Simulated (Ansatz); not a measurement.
# A rate constant, worked out

An elementary step of BH₄SBr, closed shell (BH₂Br ([BH2][Br]) + H₂S → BH₃S ([BH2][SH]) + HBr; B–Br, H–S broken or loosened, B–S, Br–H formed or tightened). The start structure is the complex of the reactants, bound by 0.45 eV, and the electronic barrier above it is 0.891 eV by CCSD(T) at an estimated basis limit (MP2 extrapolated from triple and quadruple zeta, plus CCSD(T) − MP2 in triple zeta). Ansatz 0.2.0; basis: def2-TZVPP and def2-QZVPP; cores frozen in the correlated methods. Filled d shells of the heavier atoms are correlated. The def2 sets are not built for correlating such inner shells, so the correlated values are less sure here. Extrapolation: Hartree–Fock as exp(−7.88 √X), correlation as X^−2.97. Harmonic wavenumbers at PBE0-D4/def2-TZVP (Ansatz 0.2.0), in cm⁻¹:

Start: 174, 225, 407, 479, 555, 679, 796, 967, 1037, 1141, 1210, 2544, 2619, 2683, 2693.

Saddle: 600i, 256, 337, 362, 595, 680, 714, 839, 908, 951, 1146, 1196, 2619, 2706, 2738.

Q: Work out the transition-state-theory rate constant at 700 K from these numbers alone (harmonic vibrations; rotation, path degeneracy and anharmonicity left out), and the Wigner tunnelling factor. Use 1 cm⁻¹ = 1.2398 × 10⁻⁴ eV and k_B = 8.617 × 10⁻⁵ eV/K.

A: Zero-point energies, half the sums: start 18209/2 cm⁻¹ = 1.1288 eV; saddle, real modes only, 16047/2 cm⁻¹ = 0.9948 eV.
Barrier with zero-point energy: 0.891 + 0.9948 − 1.1288 = 0.7570 eV.
k_BT = 0.06032 eV, so the barrier is 12.55 k_BT.
Vibrational partition functions from the zero-point level, ln q = −Σ ln(1 − exp(−hν/k_BT)): start 4.596, saddle 3.845.
k = (k_BT/h) exp(ln q‡ − ln q) exp(−E0/k_BT), with log₁₀(k_BT/h in s⁻¹) = 13.16: log₁₀ k = 13.16 + (-0.751 − 12.55)/2.3026 = 7.38, so k ≈ 2 × 10^(7) s⁻¹.
Wigner factor: 1 + (hν‡/k_BT)²/24 = 1 + (1.23)²/24 = 1.06. A change of 1 kcal/mol (0.043 eV) in the barrier would change k by a factor of 2.1 at this temperature.

No T1 diagnostic of these runs exceeds 0.011.

Labels in which every atom is bracketed show which atoms are joined, not bond orders.

For scale, one of the runs: CCSD(T)/def2-TZVPP, 177 basis functions (an equivalent command: `ansatz run in.yaml --threads 2`). Hardware: 2 CPU threads, shared host. Wall time 31 s; peak host memory 1.7 GiB.
